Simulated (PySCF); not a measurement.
Molfile (atoms numbered from 1):
```
C3H8BrGeN
     RDKit          3D

 14 14  0  0  0  0  0  0  0  0999 V2000
    2.3458   -0.2653   -0.3007 N   0  0  0  0  0  0  0  0  0  0  0  0
    0.7836    0.1390    0.5512 Ge  0  0  0  0  0  4  0  0  0  0  0  0
    1.4522    0.8012    2.6681 Br  0  0  0  0  0  0  0  0  0  0  0  0
   -0.8447   -0.9829    0.4989 C   0  0  0  0  0  0  0  0  0  0  0  0
   -1.3890   -0.0171   -0.5848 C   0  0  0  0  0  0  0  0  0  0  0  0
   -0.5137    1.2533   -0.4167 C   0  0  0  0  0  0  0  0  0  0  0  0
    2.2423   -0.6819   -1.2226 H   0  0  0  0  0  0  0  0  0  0  0  0
    2.9981   -0.8168    0.2505 H   0  0  0  0  0  0  0  0  0  0  0  0
   -0.7882   -2.0460    0.2262 H   0  0  0  0  0  0  0  0  0  0  0  0
   -1.3837   -0.8919    1.4545 H   0  0  0  0  0  0  0  0  0  0  0  0
   -2.4702    0.1789   -0.4944 H   0  0  0  0  0  0  0  0  0  0  0  0
   -1.2300   -0.4502   -1.5856 H   0  0  0  0  0  0  0  0  0  0  0  0
   -0.2129    1.7706   -1.3384 H   0  0  0  0  0  0  0  0  0  0  0  0
   -0.9647    1.9879    0.2678 H   0  0  0  0  0  0  0  0  0  0  0  0
  1  2  1  0
  2  3  1  0
  2  4  1  0
  4  5  1  0
  5  6  1  0
  6  2  1  0
  1  7  1  0
  1  8  1  0
  4  9  1  0
  4 10  1  0
  5 11  1  0
  5 12  1  0
  6 13  1  0
  6 14  1  0
M  END
```

Geometry: PBE0-D3(BJ)/def2-SVP; GIAO shifts from PySCF, gas phase, non-relativistic, averaged over equivalent atoms.

At PBE0/pcSseg-1 (190 basis functions, 30 s wall time on 1 thread of an Arm Neoverse V1, shared host):
| atoms | δ (ppm) |
| --- | --- |
| N1 | 32.8 |
| Ge2 | 141.1 |
| Br3 | 55.8 |
| C4/C6 | 41.3 |
| C5 | 20.9 |
| H10/H14 | 2.42 |
| H9/H13 | 2.13 |
| H11 | 2.11 |
| H12 | 1.71 |
| H7/H8 | 0.61 |

Chemical shifts δ = σref − σ; 15N (265.67 ppm) vs NH3; 73Ge (1330.28 ppm) vs GeMe4; HBr for 79Br (2584.45 ppm); 13C (184.41 ppm) and 1H (31.27 ppm) vs TMS, all at this level.

Task: What do these become at WP04/pcSseg-1?

Result: 
```tsv
atoms	δ at WP04/pcSseg-1	change
N1	31.5	-1.3
Ge2	120.5	-20.6
Br3	6.4	-49.4
C4/C6	46.4	+5.1
C5	24.9	+4.0
H10/H14	2.37	-0.05
H9/H13	2.12	-0.01
H11	2.03	-0.08
H12	1.61	-0.10
H7/H8	0.77	+0.16
```

References, each an isolated molecule treated in the same way: 15N (σref 246.90) against NH3; 73Ge (σref 1276.28) against GeMe4; HBr for 79Br (σref 2455.27); 13C (σref 172.44) and 1H (σref 31.56) vs TMS.

The largest change is at Br3 (bromine bonded to Ge). Cost: 190 basis functions, 28 s wall time on 1 thread of an Arm Neoverse V1, shared host.

Relativistic effects, spin–orbit coupling among them, are left out; they matter for Br, Ge and for the light atoms bonded to it. Experimental scales use liquid or dissolved standards, which lie at an offset from isolated NH3 (liquid NH3: subtract about 20 ppm).
